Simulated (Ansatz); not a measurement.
Mulliken charges of CH$_{3}$K, SMILES `[CH3][K]` from r2SCAN/def2-TZVPP in Ansatz (PBE0-D4/def2-TZVP geometry).

```csv
atom,x (Å),y (Å),z (Å),charge (e)
C1,-0.242,0.077,-0.123,-0.826
K2,2.068,-0.766,0.933,0.677
H3,-1.091,-0.131,0.540,0.050
H4,-0.452,-0.414,-1.083,0.050
H5,-0.232,1.159,-0.308,0.050
```

Problem. By hand: the dipole of these point charges (1 e Å = 4.8032 D).

Solution. Σ q r = (1.511, -0.551, 0.691) e Å, of length 1.750 e Å = 8.41 D.

Problem. How does the dipole of the full density compare? (Estimate.)

Solution. The calculation gave: (1.340, -0.489, 0.613) e Å, 7.46 D; the point charges give 1.13 times that, at 0° from its direction.

Point charges leave out the atoms' own dipoles, such as those of lone pairs, and Mulliken's split depends on the basis, so the close match here is no proof of good charges.
